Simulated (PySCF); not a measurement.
Compound: C₈H₁₄.
SMILES with atom numbers: `[CH2:1]1[CH2:2][CH2:3][C@H:4]2[CH2:5][CH2:6][C@H:7]2[CH2:8]1` (hydrogens: H9, H10 on C1; H11, H12 on C2; H13, H14 on C3; H15 on C4; H16, H17 on C5; H18, H19 on C6; H20 on C7; H21, H22 on C8)

All values: PBE0/pcSseg-1 (PySCF, non-relativistic), on one gas-phase PBE0-D3(BJ)/def2-SVP geometry that isn't relaxed in the solvent. The solvent is an IEF-PCM continuum (cavity from Bondi-type radii × 1.2). Only the electrostatic response of the medium enters.

Gas phase at PBE0/pcSseg-1: HOMO -7.88 eV, LUMO 1.34 eV, dipole 0.16 D.

Task: What does the continuum do to the energy, the frontier levels and the dipole at PBE0/pcSseg-1 in dichloromethane and dimethylsulfoxide?

Result: 
```tsv
solvent	ε	E(solvent) − E(gas) (kcal/mol)	polarisation term (kcal/mol)	distortion of the solute (kcal/mol)	HOMO (eV)	LUMO (eV)	dipole (D)
dichloromethane	8.93	-0.56	-0.58	0.02	-7.79	1.45	0.19
dimethylsulfoxide	46.83	-0.65	-0.68	0.03	-7.78	1.46	0.20
```

The polarisation term is half the interaction of the solute with the surface charges that it induces; the rest is the cost of distorting the solute's density. The sum is the electrostatic part of solvation alone. From dichloromethane to dimethylsulfoxide the lowering changes by a factor 1.17, Onsager's factor (ε − 1)/(2ε + 1) by 1.15 and ε itself by 5.2.
